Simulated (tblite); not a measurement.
C₇H₁₂B₂O.
Numbering: `[BH2:1][O:2][BH:3][C@@H:4]([C:5]#[C:6][CH3:7])[C:8](=[CH2:9])[CH3:10]` (hydrogens: H11, H12 on B1; H13 on B3; H14 on C4; H15, H16, H17 on C7; H18, H19 on C9; H20, H21, H22 on C10)

Computed with GFN2-xTB (tblite), gas phase: L-BFGS steps from a force-field or distance-geometry start until the largest atomic force falls under 0.01 eV/Å.

Step 86: E = -752.3344 eV
```
atom  x, y, z in Å  |  force x, y, z in eV/Å
B1      3.4664    0.1370   -0.4601   -0.065   0.023   0.018
O2      2.4426   -0.5776   -0.1064    0.027   0.000   0.002
B3      1.3857   -1.2567    0.2081    0.017   0.025   0.011
C4      0.0807   -0.5217    0.8304   -0.041  -0.011   0.033
C5     -0.0652    0.8474    0.3647    0.004  -0.048  -0.030
C6     -0.2480    1.9419   -0.0880   -0.009  -0.025  -0.011
C7     -0.5129    3.2623   -0.6178    0.012  -0.009   0.006
C8     -1.2070   -1.2696    0.5605    0.001  -0.005  -0.027
C9     -1.9108   -1.8258    1.5332    0.033  -0.006  -0.002
C10    -1.6140   -1.3318   -0.8795    0.002  -0.007   0.009
H11     3.5100    0.5497   -1.5633    0.061   0.016  -0.026
H12     4.3306    0.3566    0.3155   -0.065  -0.022  -0.024
H13     1.3926   -2.4300    0.0822   -0.014  -0.034   0.001
H14     0.2320   -0.4917    1.9170    0.019   0.017   0.043
H15     0.4079    3.7240   -0.9729    0.011   0.018   0.019
H16    -0.9551    3.8874    0.1581    0.004   0.050  -0.040
H17    -1.2100    3.1815   -1.4532   -0.005   0.048   0.017
H18    -1.6001   -1.7635    2.5627   -0.015  -0.023   0.021
H19    -2.8208   -2.3728    1.3467    0.023   0.036  -0.026
H20    -2.5795   -1.8168   -0.9964    0.001  -0.017   0.011
H21    -0.8658   -1.8848   -1.4472   -0.006  -0.001  -0.020
H22    -1.6695   -0.3260   -1.2952    0.006  -0.026   0.015
```

Step 87: E = -752.3359 eV
```
atom  x, y, z in Å  |  force x, y, z in eV/Å
B1      3.4577    0.1462   -0.4608   -0.074   0.012   0.043
O2      2.4390   -0.5732   -0.1019    0.051   0.002  -0.019
B3      1.3853   -1.2574    0.2103    0.007   0.043  -0.006
C4      0.0788   -0.5245    0.8286   -0.083   0.000   0.033
C5     -0.0684    0.8425    0.3575    0.018  -0.025  -0.026
C6     -0.2462    1.9384   -0.0934   -0.002  -0.019  -0.010
C7     -0.5000    3.2637   -0.6168    0.004  -0.004   0.010
C8     -1.2093   -1.2720    0.5601   -0.003  -0.039  -0.031
C9     -1.9121   -1.8276    1.5343    0.027   0.010  -0.004
C10    -1.6171   -1.3400   -0.8804    0.007  -0.014   0.023
H11     3.4981    0.5551   -1.5643    0.055   0.024  -0.049
H12     4.3205    0.3742    0.3128   -0.047  -0.020  -0.013
H13     1.3952   -2.4288    0.0786   -0.012  -0.062   0.009
H14     0.2299   -0.4880    1.9152    0.012   0.010   0.043
H15     0.4259    3.7206   -0.9655    0.000   0.010   0.011
H16    -0.9384    3.8873    0.1624    0.003   0.053  -0.032
H17    -1.1978    3.1951   -1.4525    0.008   0.044   0.011
H18    -1.6049   -1.7571    2.5645   -0.005  -0.032   0.015
H19    -2.8209   -2.3781    1.3509    0.029   0.046  -0.032
H20    -2.5773   -1.8378   -0.9934    0.022  -0.001   0.003
H21    -0.8629   -1.8844   -1.4493   -0.019   0.004  -0.009
H22    -1.6854   -0.3350   -1.2979    0.003  -0.043   0.030
```

Step 88: E = -752.3376 eV
```
atom  x, y, z in Å  |  force x, y, z in eV/Å
B1      3.4490    0.1546   -0.4614   -0.044   0.020   0.030
O2      2.4348   -0.5678   -0.0983    0.035  -0.015  -0.034
B3      1.3846   -1.2570    0.2131   -0.006   0.040  -0.018
C4      0.0753   -0.5262    0.8261   -0.091   0.013   0.023
C5     -0.0722    0.8369    0.3455    0.022   0.015  -0.010
C6     -0.2455    1.9349   -0.1024    0.002  -0.005  -0.003
C7     -0.4876    3.2667   -0.6149   -0.008   0.008   0.009
C8     -1.2112   -1.2757    0.5589   -0.002  -0.063  -0.015
C9     -1.9112   -1.8305    1.5358    0.009   0.019  -0.005
C10    -1.6207   -1.3497   -0.8813    0.013  -0.019   0.037
H11     3.4924    0.5565   -1.5677    0.041   0.022  -0.039
H12     4.3083    0.3888    0.3125   -0.021  -0.007   0.000
H13     1.3980   -2.4275    0.0792   -0.007  -0.075   0.016
H14     0.2258   -0.4811    1.9130    0.000   0.005   0.025
H15     0.4429    3.7205   -0.9559   -0.004  -0.002  -0.003
H16    -0.9214    3.8882    0.1685    0.002   0.045  -0.013
H17    -1.1869    3.2153   -1.4506    0.024   0.030   0.001
H18    -1.6078   -1.7515    2.5667    0.009  -0.037   0.005
H19    -2.8183   -2.3849    1.3556    0.024   0.046  -0.038
H20    -2.5757   -1.8586   -0.9892    0.020   0.009  -0.007
H21    -0.8631   -1.8865   -1.4527   -0.013  -0.002  -0.002
H22    -1.6999   -0.3463   -1.3012   -0.005  -0.047   0.041
```

Step 89: E = -752.3389 eV
```
atom  x, y, z in Å  |  force x, y, z in eV/Å
B1      3.4408    0.1644   -0.4623   -0.031  -0.001   0.015
O2      2.4315   -0.5637   -0.0965    0.022  -0.011  -0.054
B3      1.3834   -1.2566    0.2142   -0.009   0.011  -0.020
C4      0.0710   -0.5286    0.8257   -0.048   0.018   0.002
C5     -0.0747    0.8316    0.3368    0.013   0.051   0.006
C6     -0.2435    1.9311   -0.1094    0.000   0.005   0.009
C7     -0.4772    3.2679   -0.6137   -0.008   0.021   0.006
C8     -1.2130   -1.2806    0.5585    0.004  -0.057   0.010
C9     -1.9117   -1.8320    1.5380   -0.005   0.013  -0.004
C10    -1.6227   -1.3571   -0.8811    0.015  -0.035   0.022
H11     3.4883    0.5609   -1.5716    0.021   0.016  -0.010
H12     4.2984    0.4013    0.3118   -0.007   0.007   0.008
H13     1.3994   -2.4282    0.0781   -0.002  -0.044   0.024
H14     0.2210   -0.4777    1.9131   -0.008   0.005   0.001
H15     0.4564    3.7194   -0.9493   -0.002  -0.012  -0.013
H16    -0.9076    3.8891    0.1718    0.001   0.030   0.004
H17    -1.1770    3.2295   -1.4496    0.029   0.015  -0.011
H18    -1.6110   -1.7484    2.5694    0.019  -0.035  -0.004
H19    -2.8174   -2.3877    1.3592    0.002   0.031  -0.040
H20    -2.5730   -1.8753   -0.9880    0.022   0.021  -0.009
H21    -0.8617   -1.8862   -1.4558   -0.013  -0.003   0.012
H22    -1.7101   -0.3540   -1.3001   -0.015  -0.046   0.044
```

Task: Estimate the geometry and energy of step 90. (The exact step hangs on the optimiser's Hessian estimate; all steps are aligned on step 89, rigid shifts and turns removed.)

Result: E = -752.3395 eV, largest force 0.058 eV/Å
```
atom  x, y, z in Å  |  force x, y, z in eV/Å
B1      3.4385    0.1664   -0.4625    0.002   0.004  -0.017
O2      2.4301   -0.5625   -0.0980   -0.006  -0.019  -0.054
B3      1.3826   -1.2556    0.2146   -0.011  -0.014  -0.014
C4      0.0684   -0.5281    0.8249    0.000   0.015  -0.010
C5     -0.0754    0.8307    0.3313    0.001   0.039   0.027
C6     -0.2437    1.9305   -0.1139   -0.008   0.029   0.010
C7     -0.4754    3.2697   -0.6129   -0.006   0.029   0.003
C8     -1.2128   -1.2833    0.5580    0.011  -0.031   0.023
C9     -1.9105   -1.8328    1.5389   -0.013   0.001  -0.001
C10    -1.6232   -1.3605   -0.8806    0.013  -0.029   0.019
H11     3.4921    0.5600   -1.5744    0.010   0.007   0.027
H12     4.2945    0.4017    0.3138   -0.005   0.017   0.006
H13     1.4001   -2.4287    0.0821   -0.001  -0.020   0.025
H14     0.2182   -0.4747    1.9125   -0.011   0.009  -0.013
H15     0.4587    3.7212   -0.9463    0.008  -0.012  -0.018
H16    -0.9042    3.8900    0.1742    0.000   0.020   0.014
H17    -1.1751    3.2379   -1.4487    0.024   0.006  -0.019
H18    -1.6102   -1.7488    2.5702    0.022  -0.030  -0.003
H19    -2.8150   -2.3891    1.3597   -0.018   0.016  -0.037
H20    -2.5724   -1.8788   -0.9874   -0.007   0.005  -0.008
H21    -0.8637   -1.8879   -1.4571    0.014  -0.020   0.004
H22    -1.7118   -0.3581   -1.2994   -0.018  -0.022   0.037
```

The energy changes by -0.0007 eV. The first-order estimate −F·Δx gives -0.0010 eV and the mean of the old and new forces, exact on a quadratic surface, -0.0007 eV. The step makes an angle of 73° with the force vector and moves no atom by more than 0.009 Å.

What follows is the cost of the whole relaxation. The run took 1.5 s on an Arm Neoverse V2 with one thread, shared host.
